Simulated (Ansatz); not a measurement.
C4H11Al (`CC[CH2][AlH][CH3]`), one more setting.

```yaml
crystal:
  periodic: [false, false, false]
  atoms:
    - {symbol: C, position_ang: [0.496307, -1.777816, -0.305570]}
    - {symbol: C, position_ang: [1.269723, -0.505065, -0.607541]}
    - {symbol: C, position_ang: [0.391774, 0.573849, -1.238816]}
    - {symbol: Al, position_ang: [-1.075250, 1.254036, -0.123314]}
    - {symbol: C, position_ang: [-1.108733, 1.011929, 1.817140]}
    - {symbol: H, position_ang: [0.048038, -2.187828, -1.215416]}
    - {symbol: H, position_ang: [1.134918, -2.551017, 0.128165]}
    - {symbol: H, position_ang: [-0.315781, -1.589724, 0.406234]}
    - {symbol: H, position_ang: [2.112712, -0.749437, -1.265081]}
    - {symbol: H, position_ang: [1.716184, -0.128754, 0.320028]}
    - {symbol: H, position_ang: [-0.024023, 0.213038, -2.189201]}
    - {symbol: H, position_ang: [1.001194, 1.445620, -1.520780]}
    - {symbol: H, position_ang: [-2.257955, 2.072027, -0.815159]}
    - {symbol: H, position_ang: [-0.202667, 0.547235, 2.214032]}
    - {symbol: H, position_ang: [-1.956790, 0.381221, 2.108452]}
    - {symbol: H, position_ang: [-1.252552, 1.968184, 2.331131]}
basis:
  gaussian: {orbitals: 6-31G, final_grid: {core_spheres: 5, valence_spheres: 4, degree: 11}}
total_charge: -1
magnetization: {spin_polarized: false, initial_magnetization: 1}
hamiltonian: {xc: {name: B97}}
output: {forces: true}
```

```sh
$ ansatz run in.yaml --threads 4 --pin off --events-out ev --progress --plain --max-ram 10444MiB
```

Output, abridged:

```
Functional definition: B97
998 factors; integrals over basis functions are off by at most 1.9e-4 eV
mean field evaluation 1: about -10914.1869 eV, gradient 4.5e1 eV
mean field evaluation 2: about -10914.4482 eV, gradient 4.5e1 eV
mean field evaluation 4: about -10919.5554 eV, gradient 3.3e0 eV
mean field evaluation 8: about -10919.5964 eV, gradient 3.5e-1 eV
mean field evaluation 16: about -10919.5967 eV, gradient 2.6e-4 eV
mean field -10919.59670301 eV, -401.2877772672 hartree, gradient 2.7e-5 eV, S^2 0.750000; 0 other end points of the search recorded, 0 dependent functions left out
reference -10919.59675245 eV, -401.2877790840 hartree; 25, 24 occupied and 46, 47 virtual orbitals, 998 factors
Total energy: -10919.59675245 eV, -401.2877790840 hartree
Atom 0 at     0.496307    -1.777816    -0.305570 Å, force    -0.143295    -0.548951     0.222193 eV/Å
Atom 1 at     1.269723    -0.505065    -0.607541 Å, force     0.020547     0.186146    -0.098914 eV/Å
Atom 2 at     0.391774     0.573849    -1.238816 Å, force     0.661006     0.205545    -0.542765 eV/Å
Atom 3 at    -1.075250     1.254036    -0.123314 Å, force    -0.633998     0.299774    -0.288486 eV/Å
Atom 4 at    -1.108733     1.011929     1.817140 Å, force    -0.334745    -0.089754     0.968730 eV/Å
Atom 5 at     0.048038    -2.187828    -1.215416 Å, force    -0.160812    -0.038967    -0.202128 eV/Å
Atom 6 at     1.134918    -2.551017     0.128165 Å, force     0.306451    -0.263744     0.123355 eV/Å
Atom 7 at    -0.315781    -1.589724     0.406234 Å, force    -0.089704     0.134448     0.009884 eV/Å
Atom 8 at     2.112712    -0.749437    -1.265081 Å, force     0.360374    -0.167244    -0.265558 eV/Å
Atom 9 at     1.716184    -0.128754     0.320028 Å, force     0.164191     0.088243     0.319103 eV/Å
Atom 10 at    -0.024023     0.213038    -2.189201 Å, force    -0.179014    -0.168681    -0.289623 eV/Å
Atom 11 at     1.001194     1.445620    -1.520780 Å, force     0.248197     0.019950     0.038612 eV/Å
Atom 12 at    -2.257955     2.072027    -0.815159 Å, force    -0.485646     0.368803    -0.323758 eV/Å
Atom 13 at    -0.202667     0.547235     2.214032 Å, force     0.263939    -0.065883     0.081271 eV/Å
Atom 14 at    -1.956790     0.381221     2.108452 Å, force    -0.104121    -0.156408     0.099929 eV/Å
Atom 15 at    -1.252552     1.968184     2.331131 Å, force     0.106630     0.196722     0.148153 eV/Å
Dipole moment:     0.886612    -0.938164     0.108758 e Å
```

It took 0.75 s on 4 threads of an AMD EPYC 9R45 on a shared host, with 0.53 GiB of host memory at the peak.
